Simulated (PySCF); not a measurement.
HfCl4 at several levels of theory

Computed with PySCF 2.14.0 (density fitting, no spin-orbit coupling) at the geometry relaxed with PBE0:

```xyz
5
HfCl4 (singlet)
Hf    0.0000    0.0000    0.0000
Cl    1.3439    1.3439    1.3439
Cl   -1.3439   -1.3439    1.3439
Cl    1.3439   -1.3439   -1.3439
Cl   -1.3439    1.3439   -1.3439
```

```
level                                  basis    state  HOMO (eV)  gap (eV)  charge on Hf1 (e)  dipole about the centre of mass (D)  largest force component (eV/Å)
 PBE0    Hf def2-SVP with ECP60, Cl def2-SVP  singlet      -9.74      7.51               0.88                                 0.00                            0.00
 BLYP                               the same  singlet      -8.02      5.31               0.66                                 0.00                            0.30
 PBE0  Hf def2-TZVP with ECP60, Cl def2-TZVP  singlet      -9.72      7.51               1.22                                 0.00                            0.09
```

Charges are Mulliken's, which hang on the basis. The relaxation used the grid (50, 194), these runs (75, 302) or, all-electron (x2c bases, spin-free X2C Hamiltonian), (99, 590).

**Question.** What does wB97X with Hf def2-SVP with ECP60, Cl def2-SVP give here?

**Answer.** state singlet, HOMO (eV) -12.12, gap (eV) 12.01, charge on Hf1 (e) 0.92, dipole about the centre of mass (D) 0.00, largest force component (eV/Å) 0.00. Time: 9.1 s on 2 threads of Arm Neoverse V1, on a shared host, from an already converged density.

In the first row's basis the gap widens with exact exchange: 5.3 eV for BLYP (none); 7.5 eV for PBE0 (a fixed share); 12.0 eV for wB97X (rising or full at long range).
